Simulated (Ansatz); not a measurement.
Relaxation of C2H9F2NOSi2 (17 atoms, charge 0, multiplicity 1), to a largest force component of 0.02 eV/Å in at most 40 steps.

All numbers below come from Ansatz, RKS CAM-B3LYP/STO-3G.

```xyz
17
Properties=species:S:1:pos:R:3
Si 0.000 0.000 0.000
O 0.000 0.000 1.680
Si -1.315 -0.407 2.644
H -2.239 -1.240 1.880
H -0.851 -1.143 3.816
H -1.999 0.809 3.073
N 1.716 0.000 -0.606
C 2.407 -1.273 -0.857
H 1.743 -1.947 -1.437
H 3.336 -1.083 -1.433
H 2.664 -1.752 0.111
C 2.411 1.273 -0.845
H 3.038 1.188 -1.757
H 1.665 2.082 -0.984
H 3.057 1.512 0.026
F -0.749 1.297 -0.529
F -0.749 -1.297 -0.529
```

Where does it end, and by what steps?

The run converged. The force dipped under the threshold on the way, but the program's further checks kept it going. Limits of this set-up: minimal basis. After 37 steps the energy has fallen by 0.418 eV; H6 moved furthest, 1.41 Å.

| step | energy less start (eV) | largest force component (eV/Å) | accepted |
| --- | --- | --- | --- |
| 0 | 0.0000 | 3.456 | yes |
| 2 | -0.3313 | 0.253 | yes |
| 4 | -0.3694 | 0.701 | yes |
| 6 | -0.3990 | 0.127 | yes |
| 8 | -0.4019 | 0.017 | yes |
| 10 | -0.4022 | 0.026 | yes |
| 12 | -0.4025 | 0.041 | yes |
| 14 | -0.4031 | 0.054 | yes |
| 16 | -0.4039 | 0.049 | yes |
| 18 | -0.4046 | 0.052 | yes |
| 20 | -0.4057 | 0.072 | yes |
| 22 | -0.4076 | 0.080 | yes |
| 24 | -0.4093 | 0.111 | yes |
| 26 | -0.4115 | 0.177 | yes |
| 28 | -0.4144 | 0.056 | yes |
| 30 | -0.4159 | 0.040 | yes |
| 32 | -0.4170 | 0.049 | yes |
| 34 | -0.4179 | 0.035 | yes |
| 36 | -0.4181 | 0.019 | yes |
| 37 | -0.4184 | 0.016 | yes |

```xyz
17
Properties=species:S:1:pos:R:3
Si 0.087 0.485 0.156
O 0.028 0.026 1.744
Si -1.292 -0.816 2.367
H -1.407 -2.135 1.792
H -1.065 -0.944 3.782
H -2.538 -0.118 2.153
N 1.585 0.100 -0.587
C 2.228 -1.223 -0.479
H 1.496 -1.971 -0.136
H 2.621 -1.556 -1.457
H 3.075 -1.225 0.236
C 2.472 1.168 -1.088
H 2.806 0.969 -2.123
H 1.914 2.119 -1.077
H 3.377 1.292 -0.464
F -0.083 2.088 0.005
F -1.166 -0.241 -0.572
```

Whether the end is a true minimum wasn't checked by a vibrational analysis.

Run time: 2.4 min on 1 thread of Intel(R) Xeon(R) 6975P-C (Granite Rapids), on a shared host, peak memory 0.22 GiB.
